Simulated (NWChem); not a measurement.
Molecule: BBr₃; SMILES B(Br)(Br)Br

All runs: NWChem. Pople sets run with spherical d functions. Geometry: optimised at PBE0/def2-SVP. Total energies compare along this basis series because the functional is fixed.

| level | basis functions | energy (Ha) | highest occupied level (eV) | orbital gap (eV) |
|---|---|---|---|---|
| B3LYP/STO-3G | 59 | -7662.6463 | -5.32 | 6.29 |
| B3LYP/3-21G | 75 | -7710.1835 | -7.66 | 5.76 |
| B3LYP/6-31G* | 110 | -7746.5737 | -7.98 | 5.79 |
| B3LYP/def2-SVP | 110 | -7746.5488 | -7.84 | 5.81 |
| B3LYP/def2-SVPD | 143 | -7746.5589 | -8.05 | 5.68 |
| B3LYP/def2-TZVP | 175 | -7747.5112 | -8.03 | 5.78 |
| B3LYP/aug-cc-pVTZ | 223 | -7747.6503 | -8.05 | 5.75 |
